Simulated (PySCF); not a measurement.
HAlBrCl, singlet, at a GFN2-xTB geometry (such geometries of metal compounds can be far from the true shape); PySCF with CAMB3LYP/6-31G, polarisability by finite fields.

Input for PySCF:
```python
from pyscf import gto, scf, dft

mol = gto.Mole()
mol.atom = '''
    Al   -0.728420    0.202279   -0.616344
    H    -1.801975   -0.540919   -1.390913
    Cl   -0.551349    2.206470   -0.730365
    Br    0.589839   -1.131391    0.623417
'''
mol.basis = '6-31g'
mol.charge = 0
mol.spin = 0
mol.verbose = 4
mol.build()

mf = dft.RKS(mol)
mf.xc = 'camb3lyp'
mf.conv_tol = 1e-11
mf.kernel()
h0, z, done = mf.get_hcore(), mol.intor('int1e_r')[2], []
def energy(F):
    f = mf.copy()
    f.scf_summary = {}
    f.get_hcore = lambda *a: h0 + F * z
    e = f.kernel(mf.make_rdm1())
    done.append(f.converged)
    return e
F = 0.005
alpha = -(energy(F) + energy(-F) - 2 * mf.e_tot) / F**2
print('alpha_zz =', alpha)
```

Problem. What does PySCF print? Leave out banner, timings and long lists.

Solution. 
```
PySCF version 2.14.0

[INPUT] verbose = 4
[INPUT] num. atoms = 4
[INPUT] num. electrons = 66
[INPUT] charge = 0
[INPUT] spin (= nelec alpha-beta = 2S) = 0
[INPUT] symmetry False subgroup None
[INPUT] Mole.unit = angstrom
[INPUT] Symbol           X                Y                Z      unit          X                Y                Z       unit  Magmom
[...]
nuclear repulsion = 261.73326549593
number of shells = 27
number of NR pGTOs = 186
number of NR cGTOs = 55
basis = 6-31g
ecp = {}

******** <class 'pyscf.dft.rks.RKS'> ********
method = RKS
initial guess = minao
damping factor = 0
level_shift factor = 0
DIIS = <class 'pyscf.scf.diis.CDIIS'>
diis_start_cycle = 1
diis_space = 8
diis_damp = 0
SCF conv_tol = 1e-11
SCF conv_tol_grad = None
SCF max_cycles = 50
direct_scf = True
direct_scf_tol = 1e-13
XC library pyscf.dft.libxc version 7.1.2
    S. Lehtola, C. Steigemann, M. J. T. Oliveira, and M. A. L. Marques,  SoftwareX 7, 1–5 (2018)
XC functionals = camb3lyp
    T. Yanai, D. P. Tew, and N. C. Handy,  Chem. Phys. Lett. 393, 51 (2004)
radial grids:
    Treutler-Ahlrichs [JCP 102, 346 (1995); DOI:10.1063/1.469408] (M4) radial grids

becke partition: Becke, JCP 88, 2547 (1988); DOI:10.1063/1.454033
pruning grids: <function nwchem_prune>
grids dens level: 3
symmetrized grids: False
atomic radii adjust function: <function treutler_atomic_radii_adjust>
small_rho_cutoff = 0
Set gradient conv threshold to 3.16228e-06
Initial guess from minao.
tot grids = 68296
init E= -3276.30114907164
[...]
cycle= 1 E= -3277.13037129576  delta_E= -0.829  |g|= 0.355  |ddm|= 1.86
[...]
cycle= 2 E= -3277.15597044491  delta_E= -0.0256  |g|=  0.3  |ddm|= 1.15
[...]
cycle= 3 E= -3277.17936151767  delta_E= -0.0234  |g|= 0.0175  |ddm|= 0.441
[...]
cycle= 4 E= -3277.17945277605  delta_E= -9.13e-05  |g|= 0.00452  |ddm|= 0.0347
[...]
cycle= 5 E= -3277.17946205744  delta_E= -9.28e-06  |g|= 0.000863  |ddm|= 0.0107
[...]
cycle= 6 E= -3277.17946242759  delta_E= -3.7e-07  |g|= 0.000123  |ddm|= 0.00238
[...]
cycle= 7 E= -3277.17946243742  delta_E= -9.83e-09  |g|= 3.72e-05  |ddm|= 0.000394
[...]
cycle= 8 E= -3277.17946243791  delta_E= -4.89e-10  |g|= 1.28e-05  |ddm|= 8.76e-05
[...]
cycle= 9 E= -3277.17946243799  delta_E= -7.46e-11  |g|= 1.07e-06  |ddm|= 3.09e-05
[...]
cycle= 10 E= -3277.17946243798  delta_E= 9.09e-12  |g|= 1.8e-07  |ddm|= 4.92e-06
[...]
Extra cycle  E= -3277.17946243799  delta_E= -1.09e-11  |g|= 6.08e-08  |ddm|= 6.8e-07
converged SCF energy = -3277.17946243799

******** <class 'pyscf.dft.rks.RKS'> ********
method = RKS
initial guess = minao
damping factor = 0
level_shift factor = 0
DIIS = <class 'pyscf.scf.diis.CDIIS'>
diis_start_cycle = 1
diis_space = 8
diis_damp = 0
SCF conv_tol = 1e-11
SCF conv_tol_grad = None
SCF max_cycles = 50
direct_scf = True
direct_scf_tol = 1e-13
XC library pyscf.dft.libxc version 7.1.2
    S. Lehtola, C. Steigemann, M. J. T. Oliveira, and M. A. L. Marques,  SoftwareX 7, 1–5 (2018)
XC functionals = camb3lyp
    T. Yanai, D. P. Tew, and N. C. Handy,  Chem. Phys. Lett. 393, 51 (2004)
radial grids:
    Treutler-Ahlrichs [JCP 102, 346 (1995); DOI:10.1063/1.469408] (M4) radial grids

becke partition: Becke, JCP 88, 2547 (1988); DOI:10.1063/1.454033
pruning grids: <function nwchem_prune>
grids dens level: 3
symmetrized grids: False
atomic radii adjust function: <function treutler_atomic_radii_adjust>
small_rho_cutoff = 0
Overwritten attributes  get_hcore  of <class 'pyscf.dft.rks.RKS'>
Set gradient conv threshold to 3.16228e-06
init E= -3277.17782230629
[...]
cycle= 1 E= -3277.17821789907  delta_E= -0.000396  |g|= 0.00802  |ddm|= 0.096
[...]
cycle= 2 E= -3277.17823331723  delta_E= -1.54e-05  |g|= 0.00675  |ddm|= 0.0275
[...]
cycle= 3 E= -3277.17824498142  delta_E= -1.17e-05  |g|= 0.000747  |ddm|= 0.0103
[...]
cycle= 4 E= -3277.1782451155  delta_E= -1.34e-07  |g|= 0.000202  |ddm|= 0.00153
[...]
cycle= 5 E= -3277.1782451435  delta_E= -2.8e-08  |g|= 2.95e-05  |ddm|= 0.000816
[...]
cycle= 6 E= -3277.17824514409  delta_E= -5.97e-10  |g|= 1.37e-05  |ddm|= 0.000116
[...]
cycle= 7 E= -3277.17824514417  delta_E= -7.64e-11  |g|= 2.7e-06  |ddm|= 3.14e-05
[...]
cycle= 8 E= -3277.17824514417  delta_E= 3.64e-12  |g|= 2.89e-07  |ddm|= 9.53e-06
[...]
Extra cycle  E= -3277.17824514417  delta_E= -6.37e-12  |g|= 1.11e-07  |ddm|= 1.13e-06
converged SCF energy = -3277.17824514417

******** <class 'pyscf.dft.rks.RKS'> ********
method = RKS
initial guess = minao
damping factor = 0
level_shift factor = 0
DIIS = <class 'pyscf.scf.diis.CDIIS'>
diis_start_cycle = 1
diis_space = 8
diis_damp = 0
SCF conv_tol = 1e-11
SCF conv_tol_grad = None
SCF max_cycles = 50
direct_scf = True
direct_scf_tol = 1e-13
XC library pyscf.dft.libxc version 7.1.2
    S. Lehtola, C. Steigemann, M. J. T. Oliveira, and M. A. L. Marques,  SoftwareX 7, 1–5 (2018)
XC functionals = camb3lyp
    T. Yanai, D. P. Tew, and N. C. Handy,  Chem. Phys. Lett. 393, 51 (2004)
radial grids:
    Treutler-Ahlrichs [JCP 102, 346 (1995); DOI:10.1063/1.469408] (M4) radial grids

becke partition: Becke, JCP 88, 2547 (1988); DOI:10.1063/1.454033
pruning grids: <function nwchem_prune>
grids dens level: 3
symmetrized grids: False
atomic radii adjust function: <function treutler_atomic_radii_adjust>
small_rho_cutoff = 0
Set gradient conv threshold to 3.16228e-06
init E= -3277.18110256968
[...]
cycle= 1 E= -3277.18149843473  delta_E= -0.000396  |g|= 0.00741  |ddm|= 0.094
[...]
cycle= 2 E= -3277.18151291801  delta_E= -1.45e-05  |g|= 0.00602  |ddm|= 0.0251
[...]
cycle= 3 E= -3277.18152192317  delta_E= -9.01e-06  |g|= 0.000724  |ddm|= 0.00905
[...]
cycle= 4 E= -3277.1815220481  delta_E= -1.25e-07  |g|= 0.00019  |ddm|= 0.00145
[...]
cycle= 5 E= -3277.1815220731  delta_E= -2.5e-08  |g|= 3.05e-05  |ddm|= 0.000773
[...]
cycle= 6 E= -3277.18152207367  delta_E= -5.72e-10  |g|= 1.4e-05  |ddm|= 0.00011
[...]
cycle= 7 E= -3277.18152207376  delta_E= -8.87e-11  |g|= 2.55e-06  |ddm|= 3.13e-05
[...]
cycle= 8 E= -3277.18152207377  delta_E= -1.14e-11  |g|= 2.76e-07  |ddm|= 8.94e-06
[...]
cycle= 9 E= -3277.18152207376  delta_E= 1.09e-11  |g|= 4.73e-08  |ddm|= 1.28e-06
[...]
cycle= 10 E= -3277.18152207377  delta_E= -6.37e-12  |g|= 1.14e-08  |ddm|= 2.1e-07
[...]
Extra cycle  E= -3277.18152207377  delta_E= 3.64e-12  |g|= 4.07e-09  |ddm|= 4.03e-08
converged SCF energy = -3277.18152207377
alpha_zz = 33.693678487907164
```
